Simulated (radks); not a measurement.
S III, configuration [Ne] 3s2 3p(up 1, down 1) (spins set by hand, not the high-spin state). Method: non-relativistic Kohn-Sham, PBE, spin-polarised, spherical densities, point nucleus; computed with a radial shooting solver on a logarithmic mesh with Libxc functionals.

Normalised radial functions P(r) = r R(r), r in bohr:

```
   r/bohr * 2p (the largest magnitude, 1.44, reaches the edge; | marks zero)
 0.008171 *
  0.01039 *
  0.01321 |*
  0.01679 |*
  0.02134 | *
  0.02713 |  *
  0.03449 |   *
  0.04384 |      *
  0.05574 |         *
  0.07085 |             *
  0.09007 |                   *
   0.1145 |                          *
   0.1444 |                                  *
   0.1836 |                                           *
   0.2334 |                                                  *
   0.2967 |                                                      *
   0.3771 |                                                     *
   0.4794 |                                               *
   0.6095 |                                     *
   0.7748 |                         *
    0.985 |             *
    1.252 |      *
    1.592 | *
    2.024 |*
    2.572 *
     3.27 *
    4.157 *
    5.285 *
```

2p: eigenvalue -182.29 eV, 0 radial nodes, <r> = 0.442 bohr, 90 % of the charge inside 0.736 bohr.
